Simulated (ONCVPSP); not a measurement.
## An all-electron radial function and its pseudo partner (phosphorus)

Columns: radius, all-electron u(r) and pseudo u(r) of the 3s shell (level -13.97 eV) of phosphorus in the configuration [Ne] 3s2 3p3; PBE, scalar-relativistic, ONCV scheme, ONCVPSP 4.0.1.

```tsv
r (bohr)	all-electron	pseudo
0.095	0.1315	0.0437
0.190	-0.1590	0.0907
0.285	-0.3422	0.1407
0.380	-0.3688	0.1910
0.475	-0.2861	0.2400
0.570	-0.1447	0.2893
0.665	0.0187	0.3424
0.760	0.1808	0.3998
0.855	0.3289	0.4580
0.950	0.4564	0.5124
1.045	0.5614	0.5623
1.140	0.6445	0.6114
1.235	0.7071	0.6632
1.330	0.7511	0.7150
1.425	0.7783	0.7582
1.520	0.7912	0.7843
1.615	0.7922	0.7911
1.710	0.7834	0.7833
1.805	0.7668	0.7667
1.900	0.7441	0.7440
1.995	0.7169	0.7168
2.090	0.6864	0.6864
2.185	0.6538	0.6537
2.280	0.6198	0.6198
2.375	0.5854	0.5853
2.470	0.5509	0.5509
```

(1) How many radial nodes do the two functions have?

(2) At about which radius was the pseudo-wave matched?

(3) Is the pseudo-wave norm-conserving?

Results:

(1) The all-electron 3s function has n − l − 1 = 2; the pseudo-wave has 0, since the states of the same l below it are removed with the core.

(2) 1.75 bohr, where the columns begin to agree (steps of 0.10 bohr).

(3) Yes: the ONCV scheme keeps the norm inside the radius equal to the all-electron one, which fixes the energy derivative of the logarithmic derivative at the level.
